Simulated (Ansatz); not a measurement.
Isomers of In₂Se₃⁻ (doublet), relaxed with PBE-D4/def2-SVPD; total energies from Ansatz at PBE-QIDH/def2-TZVPD.

| isomer | description | energy (Eh) |
| --- | --- | --- |
| A | point group C2v; 4 × In–Se 2.64 to 2.72 Å; 1 × Se–Se 2.38 Å | -7582.98495 |
| B | point group C2v; 6 × In–Se 2.71 to 2.89 Å; 1 × Se–Se 2.46 Å | -7582.98799 |
| C | point group Cs; 6 × In–Se 2.80 to 3.04 Å; 1 × Se–Se 2.38 Å | -7582.96890 |
| D | point group not assigned; 4 × In–Se 2.42 to 2.65 Å | -7582.97698 |

In the def2 sets In takes a core potential; there is no spin–orbit coupling. Correlated methods freeze 35 core orbitals; core or outer-core shells of In, Se are correlated, in sets that lack core-valence functions.

The isomers come from a short search, and lower ones may exist.

Task: Work out the relative energies (1 Eh = 2625.5 kJ/mol) and the Boltzmann populations at 1200 K from electronic energies alone (R = 8.314 J/mol/K).

Result: ΔE: A 8.0, B 0.0, C 50.1, D 28.9 kJ/mol. RT = 9.98 kJ/mol. Factors exp(−ΔE/RT): A 0.449, B 1, C 0.0066, D 0.0553; sum 1.511. Populations: A 29.7 %, B 66.2 %, C 0.4 %, D 3.7 %. Zero-point energy, vibrational entropy and symmetry numbers are left out and can shift these; an error of 4 kJ/mol changes a ratio by a factor of 1.5. Over the other density-functional and correlated levels in def2 sets, the gap between B and A ranges from -15 to 21 kJ/mol.
